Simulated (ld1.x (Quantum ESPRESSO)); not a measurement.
## Logarithmic derivatives: He (Z = 2), PAW

He, PAW, made with ld1.x (Quantum ESPRESSO) 7.5 (PBE, scalar-relativistic). Core none, reference 1s2. Waves: 1s (bound): rcut 0.65, rcutus 0.90 bohr; 1s channel at -0.65 Ry: rcut 0.65, rcutus 0.90 bohr. Local part: all-electron potential smoothed inside 0.70 bohr (lloc = -1). Core correction: none. Augmentation charge: BG, radius 0.45 bohr.

The phase is arctan(r·u′/u) with u = r·R(r), unwrapped; energies in Ry, scanned from -3 to 5 Ry. A pole is an energy at which the radial function vanishes at the test radius. The pseudo phase is shifted by a multiple of π to meet the all-electron one at the reference energy, and phase errors are pseudo minus all-electron; the curves can meet again beyond the range given. Levels narrower than the energy grid can be missing from the lists of poles.

**Question.** For each channel, where are the poles, and over which energies does the pseudopotential scatter like the atom?

**Answer.**

```csv
channel,radius (bohr),reference energy (Ry),"poles, all-electron","poles, pseudo",unbroken range about the reference energy with phases within 0.05 rad,phase error 1 Ry above the reference energy (rad)
s,1.00,-1.16,2.41,2.41,the whole range,-0.000
```

Phases in the s channel:

| E (Ry) | all-electron | pseudo |
| --- | --- | --- |
| -3.00 | 0.610 | 0.609 |
| -2.76 | 0.517 | 0.517 |
| -2.52 | 0.406 | 0.406 |
| -2.28 | 0.274 | 0.274 |
| -2.04 | 0.118 | 0.118 |
| -1.80 | -0.058 | -0.058 |
| -1.56 | -0.246 | -0.246 |
| -1.32 | -0.436 | -0.436 |
| -1.08 | -0.614 | -0.614 |
| -0.84 | -0.772 | -0.772 |
| -0.60 | -0.908 | -0.908 |
| -0.36 | -1.021 | -1.021 |
| -0.12 | -1.116 | -1.116 |
| 0.12 | -1.195 | -1.196 |
| 0.36 | -1.262 | -1.262 |
| 0.60 | -1.319 | -1.319 |
| 0.84 | -1.367 | -1.367 |
| 1.08 | -1.409 | -1.409 |
| 1.32 | -1.446 | -1.446 |
| 1.56 | -1.479 | -1.479 |
| 1.80 | -1.508 | -1.508 |
| 2.04 | -1.534 | -1.534 |
| 2.28 | -1.558 | -1.558 |
| 2.52 | -1.580 | -1.580 |
| 2.76 | -1.601 | -1.601 |
| 3.00 | -1.620 | -1.619 |
| 3.24 | -1.637 | -1.637 |
| 3.48 | -1.654 | -1.654 |
| 3.72 | -1.670 | -1.670 |
| 3.96 | -1.686 | -1.685 |
| 4.20 | -1.701 | -1.700 |
| 4.44 | -1.715 | -1.714 |
| 4.68 | -1.729 | -1.728 |
| 4.92 | -1.743 | -1.742 |
